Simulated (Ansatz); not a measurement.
Relaxation of a periodic cell of 17 atoms, Ba16N (host Ba, host structure bcc, interstitial N), to a largest force component of 0.03 eV/Å in at most 60 steps.

All numbers below come from DFT LDA, scalar-relativistic, plane waves, PAW in Ansatz 0.2.0. Settings: cutoff 420 eV, k mesh 2x2x2, gaussian smearing 0.1 eV, no spin polarisation.

```xyz
17
Lattice="10.0400 0.0000 0.0000 0.0000 10.0400 0.0000 0.0000 0.0000 10.0400" Properties=species:S:1:pos:R:3:forces:R:3
Ba 0.000 0.000 0.000 -0.06 0.00 -0.03
Ba 5.020 0.000 0.000 0.70 0.01 -1.34
Ba 0.000 5.020 0.000 0.07 0.00 0.13
Ba 0.000 0.000 5.020 -0.07 0.00 0.04
Ba 2.510 2.510 2.510 -0.07 0.13 0.00
Ba 5.020 5.020 0.000 -0.09 0.00 0.13
Ba 5.020 0.000 5.020 0.73 0.01 1.36
Ba 7.530 2.510 2.510 0.09 0.13 0.00
Ba 0.000 5.020 5.020 0.07 0.00 -0.13
Ba 2.510 7.530 2.510 -0.07 -0.13 0.00
Ba 2.510 2.510 7.530 0.07 -0.04 0.00
Ba 5.020 5.020 5.020 -0.09 0.00 -0.12
Ba 7.530 7.530 2.510 0.09 -0.13 0.00
Ba 7.530 2.510 7.530 -0.74 -1.33 -0.02
Ba 2.510 7.530 7.530 0.07 0.04 0.00
Ba 7.530 7.530 7.530 -0.73 1.32 -0.02
N 6.253 0.017 7.482 0.02 -0.01 0.02
```

Problem. Where does it end, and by what steps?

Solution. It converged. Limits of this set-up: coarse k mesh, odd electron count without spin, a small cell, in which the defect meets its images, a typed lattice constant that wasn't relaxed here. After 4 steps the energy has fallen by 1.276 eV; Ba16 moved furthest, 0.34 Å.

| step | energy less start (eV) | largest force component (eV/Å) | accepted |
| --- | --- | --- | --- |
| 0 | 0.0000 | 1.355 | yes |
| 1 | -0.9808 | 0.835 | yes |
| 2 | -1.2378 | 0.356 | yes |
| 3 | -1.2745 | 0.040 | yes |
| 4 | -1.2764 | 0.003 | yes |

```xyz
17
Lattice="10.0400 0.0000 0.0000 0.0000 10.0400 0.0000 0.0000 0.0000 10.0400" Properties=species:S:1:pos:R:3
Ba 0.044 0.001 0.024
Ba 5.175 0.001 -0.300
Ba -0.007 5.021 0.017
Ba 0.044 0.001 4.991
Ba 2.515 2.532 2.507
Ba 4.974 5.021 0.038
Ba 5.175 0.001 5.315
Ba 7.574 2.552 2.507
Ba -0.007 5.021 4.997
Ba 2.515 7.510 2.507
Ba 2.465 2.538 7.527
Ba 4.975 5.021 4.976
Ba 7.574 7.490 2.507
Ba 7.371 2.213 7.527
Ba 2.465 7.504 7.527
Ba 7.371 7.830 7.527
N 6.271 0.001 7.527
```

Whether the end is a true minimum wasn't checked by a vibrational analysis.

Run time: 39 s on 4 threads of AMD EPYC 7R13 Processor (Zen 3), on a shared host, peak memory 2.7 GiB.
